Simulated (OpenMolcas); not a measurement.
W2+ (d4) among equal point charges was computed by CASSCF with the d shell active (OpenMolcas, ANO-RCC-VDZP on the metal). Its lowest spin-free states, and all those of the highest spin:

```json
{"2S+1": "5", "Degeneracy": "1", "E (cm-1)": "0.0"}
{"2S+1": "5", "Degeneracy": "1", "E (cm-1)": "1283"}
{"2S+1": "3", "Degeneracy": "2", "E (cm-1)": "4136"}
{"2S+1": "3", "Degeneracy": "1", "E (cm-1)": "4659"}
{"2S+1": "1", "Degeneracy": "2", "E (cm-1)": "11364"}
{"2S+1": "1", "Degeneracy": "1", "E (cm-1)": "11832"}
{"2S+1": "1", "Degeneracy": "1", "E (cm-1)": "12102"}
{"2S+1": "5", "Degeneracy": "1", "E (cm-1)": "12384"}
{"2S+1": "1", "Degeneracy": "1", "E (cm-1)": "12768"}
{"2S+1": "5", "Degeneracy": "2", "E (cm-1)": "12972"}
{"2S+1": "3", "Degeneracy": "1", "E (cm-1)": "14214"}
{"2S+1": "3", "Degeneracy": "1", "E (cm-1)": "14481"}
```

Q: Is the site octahedral, tetrahedral or cube-like, axial, or of lower symmetry?

A: The states with 2S+1 = 5 have orbital degeneracies 1, 1, 1, 2. There are pairs but no triples, so the site is axial: not cubic, but with a proper or improper axis of order three or more. The run had W2+ among 6 point charges of -1.5 e arranged as a tetragonal octahedron (D4h), 2.2 Å from the ion, with the axial distance 2.244 Å. The active orbitals were held to one l.

Spin-orbit coupling mixes the spin-free states strongly: the lowest level takes only 34 % from its leading state, 5B1. Without dynamic correlation the repulsion within the d shell is too large (B by tens of per cent), so at a given field states of lower spin stand too high. This shell can be high or low spin here, a state of another spin lies low, and with metal d orbitals alone active their balance is uncertain, so the ground spin may be wrong. Point charges give a weaker field than real ligands, and real ions of this kind are as a rule low spin; the high spin found here belongs to the model. This is an electrostatic model: the charges have no orbitals. No measured value stands beside these numbers.
